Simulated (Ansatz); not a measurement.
One geometry of FH₅SSi₂ (`F[SiH2][SiH2]S`), several functionals.

```yaml
crystal:
  periodic: [false, false, false]
  atoms:
    - {symbol: F, position_ang: [-1.222452, 1.451004, -1.017904]}
    - {symbol: Si, position_ang: [0.318073, 1.022591, -0.834759]}
    - {symbol: Si, position_ang: [0.331614, -1.012493, 0.326022]}
    - {symbol: S, position_ang: [-0.900455, -0.799616, 2.065710]}
    - {symbol: H, position_ang: [0.925268, 0.935015, -2.188929]}
    - {symbol: H, position_ang: [0.996332, 2.088128, -0.054034]}
    - {symbol: H, position_ang: [1.692516, -1.316829, 0.839242]}
    - {symbol: H, position_ang: [-0.112850, -2.135925, -0.543019]}
    - {symbol: H, position_ang: [-1.939546, -0.278074, 1.390572]}
basis:
  gaussian: {orbitals: def2-TZVPP}
hamiltonian: {xc: {name: CAM-B3LYP}, dispersion: d4}
output: {orbitals: {seedname: orbitals}}
```

```sh
$ ansatz run in.yaml --threads 2 --pin off --events-out ev --progress --plain --max-ram 4352MiB
```

Output, abridged:

```
Functional definition: CAM-B3LYP
1329 factors; their error is unknown
303 factors; integrals over basis functions are off by at most 1.5e-5 eV
mean field evaluation 1: about -29391.5303 eV, gradient 3.4e1 eV
mean field evaluation 2: about -29390.6242 eV, gradient 4.5e1 eV
mean field evaluation 4: about -29393.2894 eV, gradient 1.3e0 eV
mean field evaluation 8: about -29393.3255 eV, gradient 1.8e-1 eV
mean field -29393.32556363 eV, -1080.1847909516 hartree, gradient 7.2e-5 eV, S^2 0.000000; 0 other end points of the search recorded, 0 dependent functions left out
reference -29393.32569496 eV, -1080.1847957781 hartree; 29, 29 occupied and 198, 198 virtual orbitals, 1329 factors
Total energy: -29393.51861859 eV, -1080.1918855908 hartree
```

Run time 4.8 s (2 threads of an Arm Neoverse V1 on a shared host); peak host memory 0.62 GiB.

Changing it to `hamiltonian: {xc: {name: B97M-V}}` (abridged; 14 s):

```
Functional definition: B97M-V
mean field evaluation 16: about -29385.6180 eV, gradient 1.5e-4 eV
mean field -29385.61800368 eV, -1079.9015433478 hartree, gradient 2.5e-5 eV, S^2 0.000000
Total energy: -29385.61806861 eV, -1079.9015457339 hartree
```

Changing it to `hamiltonian: {xc: {name: PBE-QIDH}}` (abridged; 8 s):

```
Functional definition: PBE-QIDH
mean field evaluation 16: about -29366.1267 eV, gradient 2.2e-4 eV
mean field -29366.12669103 eV, -1079.1852508196 hartree, gradient 9.8e-7 eV, S^2 0.000000
16 core orbitals not correlated: weight in the atoms' cores, before any rotation towards them, 1.000 or more for the frozen orbitals, at most 0.000 for the correlated occupied ones
second order -20.68963850 eV of doubles, -0.00000000 eV of singles
Total energy: -29373.02325026 eV, -1079.4386946969 hartree
```

Changing it to `hamiltonian: {xc: {name: BLYP}, dispersion: d4}` (abridged; 3 s):

```
Functional definition: BLYP
mean field evaluation 16: about -29392.6596 eV, gradient 6.6e-5 eV
mean field -29392.65960505 eV, -1080.1603174253 hartree, gradient 6.6e-5 eV, S^2 0.000000
Total energy: -29393.12666814 eV, -1080.1774816772 hartree
```

The same input with `hamiltonian: {xc: {name: wB97M-V}}` and forces (abridged; 18 s):

```
Functional definition: wB97M-V
mean field evaluation 16: about -29390.6064 eV, gradient 2.7e-5 eV
mean field -29390.60638162 eV, -1080.0848628560 hartree, gradient 2.7e-5 eV, S^2 0.000000
Total energy: -29390.60643421 eV, -1080.0848647888 hartree
Atom 0 force    -0.134941     0.024761    -0.006263 eV/Å
Atom 1 force     0.279774    -0.006300    -0.007878 eV/Å
Atom 2 force     0.100603    -0.073842    -0.113443 eV/Å
Atom 3 force    -0.080300     0.036187    -0.021808 eV/Å
Atom 4 force    -0.065189     0.007119     0.162920 eV/Å
Atom 5 force    -0.074719    -0.124647    -0.089762 eV/Å
Atom 6 force    -0.148904     0.035046    -0.061552 eV/Å
Atom 7 force     0.052229     0.134207     0.102060 eV/Å
Atom 8 force     0.071446    -0.032531     0.035725 eV/Å
Dipole moment:     0.194059    -0.046713    -0.142571 e Å
```

The same input with `hamiltonian: {xc: {name: B2PLYP}}` (abridged; 7.5 s):

```
Functional definition: B2PLYP
mean field evaluation 16: about -29375.7998 eV, gradient 1.3e-5 eV
mean field -29375.79978896 eV, -1079.5407306118 hartree, gradient 2.8e-6 eV, S^2 0.000000
16 core orbitals not correlated: weight in the atoms' cores, before any rotation towards them, 1.000 or more for the frozen orbitals, at most 0.000 for the correlated occupied ones
second order -22.24984846 eV of doubles, -0.00000000 eV of singles
Total energy: -29381.80741916 eV, -1079.7615069499 hartree
```
